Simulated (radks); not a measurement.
All-electron atom: Tm2+ in [Xe] 4f12.5 6s0.5 (fractional occupations, a model configuration).

Method: Dirac Kohn-Sham, PBEsol, spin-unpolarised, spherical densities, point nucleus; open shells are shared between the two j in proportion to 2j + 1; computed with a radial shooting solver on a logarithmic mesh with Libxc functionals.

Energy parts (hartree):
total: -13577.1179
kinetic: 15036.1422
electron-nucleus: -33616.2295
Hartree: 5284.9751
exchange-correlation: -282.0058

Orbitals (lengths in bohr, moments of r in powers of bohr; <r^-3> diverges for s and p1/2):
| orbital | occ. | eigenvalue (hartree) | <r^-3> | small-component weight |
|---|---|---|---|---|
| 1s1/2 | 2 | -2176.117 | - | 6.69e-02 |
| 2s1/2 | 2 | -367.5233 | - | 1.50e-02 |
| 2p1/2 | 2 | -350.3441 | - | 1.50e-02 |
| 2p3/2 | 4 | -314.3425 | 12810 | 1.38e-02 |
| 3s1/2 | 2 | -83.14175 | - | 4.84e-03 |
| 3p1/2 | 2 | -75.58505 | - | 4.78e-03 |
| 3p3/2 | 4 | -67.98439 | 2811 | 4.42e-03 |
| 3d3/2 | 4 | -55.09222 | 480.1 | 4.30e-03 |
| 3d5/2 | 6 | -53.43079 | 417.9 | 4.20e-03 |
| 4s1/2 | 2 | -16.93689 | - | 1.56e-03 |
| 4p1/2 | 2 | -13.89944 | - | 1.48e-03 |
| 4p3/2 | 4 | -12.17934 | 636.2 | 1.34e-03 |
| 4d3/2 | 4 | -7.18251 | 93.31 | 1.16e-03 |
| 4d5/2 | 6 | -6.86930 | 79.70 | 1.12e-03 |
| 4f5/2 | 5.35714 | -0.83036 | 12.11 | 6.91e-04 |
| 4f7/2 | 7.14286 | -0.78494 | 11.53 | 6.73e-04 |
| 5s1/2 | 2 | -2.61772 | - | 3.19e-04 |
| 5p1/2 | 2 | -1.78592 | - | 2.52e-04 |
| 5p3/2 | 4 | -1.56586 | 79.75 | 2.18e-04 |
| 6s1/2 | 0.5 | -0.58903 | - | 5.05e-05 |

The highest occupied level is 6s1/2 at -16.028 eV. The density falls to 0.001 e/bohr^3 at r = 3.76 bohr. Summed over all electrons, <r^2> = 40.51 bohr^2, which gives a Langevin (diamagnetic) susceptibility term of -32.1 x 10^-6 cm^3/mol.
